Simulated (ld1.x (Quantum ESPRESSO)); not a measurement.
**Which change was made? (Ag, TM)**

ld1.x (Quantum ESPRESSO) 7.5 input, shortened:

```
&input
   title='Ag', zed=47., rel=2, dft='PBESOL', iswitch=3,
   config='[Kr] 4d10 5s1 5p0', rel_dist='average'
 /
 &inputp
   pseudotype=2, tm=.true., lloc=0,
   nlcc=.false.
 /
3
4P  2  1   6.00   0.00  1.35  1.35  0.0
4D  3  2  10.00   0.00  1.80  1.80  0.0
5S  1  0   1.00   0.00  2.05  2.05  0.0
 &test
   configts(1)='4p6 4d10 5s1 5p0'
 /
```

Open shells are filled in proportion to 2j + 1 (rel_dist='average').

Cutoffs, loose and tight: the cutoffs (Ry, on a coarse ladder) from which the occupation-weighted sum of valence levels, in a spherical-Bessel basis at the reference potential, stays within 10 and 1 mRy of its value at 400 Ry. They do not see the model core or the augmentation charge, which bear on the density cutoff. Test errors are all-electron minus pseudo excitation energies from the reference, over the configurations 4p6 4d10 5s0 5p0; 4p6 4d9 5s0 5p0; 4p6 4d8 5s0 5p0; 4p6 4d10 5s0.5 5p0; 4p6 4d7 5s0 5p0; 4p6 4d9 5s2 5p0; 4p6 4d10 5s0 5p1; variants that change the core or the reference have their own tests. The largest error is taken over the tests solved by every variant that gives reliable tests at all, those not shown here included: 4p6 4d10 5s0 5p0; 4p6 4d10 5s0 5p1; 4p6 4d10 5s0.5 5p0; 4p6 4d7 5s0 5p0; 4p6 4d8 5s0 5p0; 4p6 4d9 5s0 5p0.

The base gives: outcome: generated; cutoff, loose: 70 Ry; cutoff, tight: 120 Ry; bound ghosts: none; largest test error (meV): -950.

**Question.** After one change the result is: outcome: generated, misses its reference levels by 0.25 eV; bound ghosts: none; largest test error (meV): -643. Which change was it?
A. wave 5s (bound): rc 2.05 bohr becomes 5s (bound): rc 1.40 bohr
B. wave 5s (bound): rc 2.05 bohr becomes 5s (bound): rc 3.10 bohr
C. wave 5s (bound): rc 2.05 bohr becomes 5s (bound): rc 1.58 bohr

**Answer.** A. The others give: wave 5s (bound): rc 2.05 bohr becomes 5s (bound): rc 3.10 bohr → outcome: generated; cutoff, loose: 70 Ry; cutoff, tight: 120 Ry; bound ghosts: none; largest test error (meV): -1267 | wave 5s (bound): rc 2.05 bohr becomes 5s (bound): rc 1.58 bohr → outcome: generated; cutoff, loose: 80 Ry; cutoff, tight: 140 Ry; bound ghosts: none; largest test error (meV): -719.
